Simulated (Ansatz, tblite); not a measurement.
Removing and adding an electron: NbSe(OSiH3)3 (NbSi3SeO3H9). Charge 0, multiplicity 1. Geometry: PBE-D4/def2-SVP. Ansatz, gas phase; energy differences of separate SCF runs; the oxidised species was run as a doublet alone; the reduced species was run as a doublet alone.

```xyz
17

Nb   -0.230   -0.035   -0.098
Se   -2.357   -0.378   -0.934
O     0.990   -1.019   -1.160
Si    1.487   -2.054   -2.407
H     0.280   -2.560   -3.144
H     2.247   -3.199   -1.798
H     2.384   -1.285   -3.335
O    -0.198   -0.641    1.696
Si   -0.826   -1.320    3.118
H    -2.285   -1.618    2.923
H    -0.636   -0.335    4.236
H    -0.068   -2.582    3.417
O     0.145    1.819   -0.185
Si   -0.172    3.452   -0.514
H    -1.531    3.578   -1.139
H     0.886    3.960   -1.452
H    -0.116    4.217    0.777
```

In the def2 sets Nb takes a core potential; there is no spin–orbit coupling. The xTB rows come from tblite. HOMO above LUMO, or a gap near zero within one spin, warns that the state may not be the lowest or that an electron is smeared out.

```tsv
level	−HOMO (eV)	vertical IE (eV)	−LUMO (eV)	vertical EA (eV)	HOMO–LUMO gap (eV)	IE − EA (eV)	remarks
GFN1-xTB	10.62	13.10	8.93	6.53	1.69	6.58	–
GFN2-xTB	10.76	13.05	8.16	5.97	2.60	7.09	–
PBE-D4/def2-SVP	5.84	8.57	2.44	-0.01	3.41	8.58	HOMO above zero (-1 doublet), gap within one spin near zero (+1 doublet), gap within one spin near zero (-1 doublet)
PBE0-D4/def2-SVP	6.95	8.74	1.76	0.30	5.19	8.44	HOMO above zero (-1 doublet)
```

   A HOMO above zero means that the electron is unbound at that level or that self-interaction error raises the level; the energy of removing that electron tells which. Raw xTB energy differences between charge states are shifted by several eV; the methods need an empirical correction for them. Sets without diffuse functions give affinities that are too small. A negative affinity means that the extra electron isn't bound; its size then hangs on the basis.
